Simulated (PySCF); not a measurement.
Species: CH7BGe.
InChI=1S/CH7BGe/c1-3-2/h2-3H2,1H3

Computed, not measured: TDDFT CAM-B3LYP/def2-SVPD, vertical, gas phase, core orbitals frozen in the response (PySCF). The structure is a single PBE0-D3(BJ)/def2-SVP conformer in the gas phase; no vibrational or solvent corrections. Relativistic effects, spin–orbit coupling among them, are left out although an element past zinc is present.

Each state is given a Gaussian of 0.25 eV full width at half maximum, with ε(max) = 2.175×10⁸ f / Δν̃ (Δν̃ the width in cm⁻¹). The width is an assumption, not a result. The curve ends short of the highest state used, and states not computed would add to its high-energy end.

| E (eV) | ε (L mol⁻¹ cm⁻¹) |
| --- | --- |
| 3.66 | 1 |
| 3.74 | 14 |
| 3.82 | 87 |
| 3.90 | 303 |
| 3.98 | 600 |
| 4.06 | 672 |
| 4.13 | 466 |
| 4.21 | 180 |
| 4.29 | 39 |
| 4.37 | 5 |
| 4.45 | 0 |
| 4.53 | 0 |
| 4.61 | 0 |
| 4.69 | 0 |
| 4.76 | 0 |
| 4.84 | 0 |
| 4.92 | 0 |
| 5.00 | 2 |
| 5.08 | 11 |
| 5.16 | 45 |
| 5.24 | 105 |
| 5.32 | 139 |
| 5.39 | 112 |
| 5.47 | 51 |
| 5.55 | 13 |
| 5.63 | 4 |
| 5.71 | 32 |
| 5.79 | 312 |
| 5.87 | 1705 |
| 5.95 | 5281 |
| 6.03 | 9274 |
| 6.10 | 9540 |
| 6.18 | 5841 |
| 6.26 | 2156 |
| 6.34 | 621 |
| 6.42 | 220 |
| 6.50 | 78 |
| 6.58 | 18 |
| 6.66 | 3 |
| 6.73 | 0 |
| 6.81 | 0 |
| 6.89 | 0 |
| 6.97 | 0 |
| 7.05 | 0 |
| 7.13 | 0 |
| 7.21 | 0 |
| 7.29 | 0 |
| 7.37 | 2 |
| 7.44 | 11 |
| 7.52 | 57 |
| 7.60 | 168 |
| 7.68 | 278 |
| 7.76 | 264 |
| 7.84 | 186 |
| 7.92 | 412 |
| 8.00 | 1724 |

**Question.** Where are the band maxima, and which computed states make them?

**Answer.** 307 nm (4.04 eV), ε about 690, made up of S1 (100%); 233 nm (5.32 eV), ε about 140, made up of S2 (100%); 204 nm (6.07 eV), ε about 9900, made up of S3 (100%); 161 nm (7.71 eV), ε about 290, made up of S5 (100%) (ε in L mol⁻¹ cm⁻¹; maxima over ε = 5, shares over 10%). At its high-energy end, 8.00 eV, the curve is still rising (ε about 1700, from S6). The states used: S1 4.04 eV (f 0.0064); S2 5.32 eV (f 0.0013); S3 6.07 eV (f 0.092); S4 6.34 eV (f 0.0022); S5 7.71 eV (f 0.0027); S6 8.17 eV (f 0.053); S7 8.35 eV (f 0.242); S8 8.49 eV (f 0.065); S9 8.58 eV (f 0.023); S10 8.60 eV (f 0.026).

**Question.** What would ε be at 6.07 eV, the highest of these maxima, with half the width (0.125 eV)?

**Answer.** About 19900 L mol⁻¹ cm⁻¹ against 9940, a factor of about 2.00; a lone state at its own centre would give exactly 2.

**Question.** Coming from long wavelengths, where does ε first pass 100 L mol⁻¹ cm⁻¹?

**Answer.** At about 324 nm (3.83 eV), 0.21 eV below S1.

**Question.** On this curve, what absorbance would a 10⁻⁵ mol/L sample give at 193 nm over a 1 cm path?

**Answer.** 193 nm is 6.424 eV, where ε is about 210 L mol⁻¹ cm⁻¹, so A = ε c l ≈ 0.0021 (Beer–Lambert, with the gas-phase spectrum and the assumed width).

The vertical ionisation energy (ΔSCF) is 10.28 eV, 1.69 eV above S10.

Hardware: an Intel Xeon at 2.50 GHz with one thread (shared host). Cost: 3.6 min of wall time (with the writing of density and orbital grids), 0.66 GiB resident at most.
